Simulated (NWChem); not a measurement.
MgSiH3OBr; SMILES [SiH3][O][Mg][Br]

```xyz
7

Mg     0.0026     0.1069    -0.0004
Br    -0.0007    -2.2337     0.0001
O      0.0053     1.8980    -0.0008
Si    -0.0024     3.5336     0.0004
H     -0.8872     4.0782    -1.0722
H      1.3655     4.0875    -0.2264
H     -0.4934     4.0783     1.3011
```
Atoms are numbered in this order, from 1.

Computed with NWChem. Pople sets run with spherical d functions. Medium grid unless said otherwise, to which SCAN and Minnesota functionals are sensitive. Geometry: optimised at B3LYP/6-31G* (spherical d). Hybrids' shares of exact exchange are those that their runs print; pure functionals count as 0. The functionals differ in more than this share.

```
row               share of exact exchange  highest occupied level (eV)
----------------  -----------------------  ---------------------------
PBE/6-31G*                           0.00                        -6.66
N12/6-31G*                           0.00                        -6.49
B3LYP/6-31G*                         0.20                        -7.87
BHandHLYP/6-31G*                     0.50                        -9.40
M06-2X/6-31G*                        0.54                     withheld
```

Task: Fit a straight line of the last column on the one before it, predict the withheld value, and compare with the run.

Result: 
1. Means of the 4 shown rows: x = 0.175, y = -7.605. Slope Σ(x − x̄)(y − ȳ)/Σ(x − x̄)² = -0.9505/0.1675 = -5.675; intercept -6.612.
2. The shown rows scatter about the line by 0.093 (root mean square); the largest residual is -0.12, at B3LYP/6-31G*.
3. At x = 0.54 (M06-2X/6-31G*; beyond the shown range) the line gives -9.68.
4. The run gives -9.51, +0.17 from the line, 1.8 times the scatter.
